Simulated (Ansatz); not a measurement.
A structure relaxed at r2SCAN-D4/def2-SVP in Ansatz, charge 0, singlet:

Cartesian coordinates in Å:
```
Sn 2.099 -2.687 -0.250
Sn 0.217 4.235 1.376
Sn 1.363 0.327 1.909
Sn 1.844 1.785 -2.378
Sn -1.124 -2.341 -2.435
Sn -1.478 0.236 0.782
Sn -1.544 -3.465 2.506
Sn 2.358 3.655 -0.357
Sn 2.116 -0.916 -2.451
Sn -0.486 -3.808 -0.114
Sn -2.230 2.961 0.848
Sn -1.190 -1.051 4.170
Sn -0.784 0.548 -2.270
O 0.697 -0.587 3.512
H 2.234 -1.419 1.010
H 3.664 -3.405 -0.131
H 0.191 5.956 1.467
H 0.801 3.687 2.908
H 2.001 2.393 -3.981
H -0.466 -3.176 -3.799
H -2.828 -2.260 -2.727
H -2.855 -0.707 0.296
H -0.858 -4.914 3.182
H -3.179 -3.957 2.181
H 3.753 3.099 0.483
H 2.833 5.037 -1.274
H 2.277 -1.546 -4.045
H -0.225 -5.437 -0.653
H -3.275 3.472 2.122
H -2.846 3.632 -0.613
H -1.945 -0.020 2.712
H -1.136 0.674 -3.986
```

Problem. Give its formula.

Solution. Sn13OH18.

Problem. Summarise the bond lengths by kind (pairs closer than 1.2 times the sum of covalent radii, bridged metal pairs left out).

Solution. 15 × Sn–Sn 2.72 to 3.25 Å; 2 × O–Sn 1.96 to 2.05 Å; 19 × H–Sn 1.72 to 2.00 Å.

In the def2 sets Sn takes a core potential; there is no spin–orbit coupling. Single mean-field runs in def2-SVP are fitted with def2-universal-jkfit.
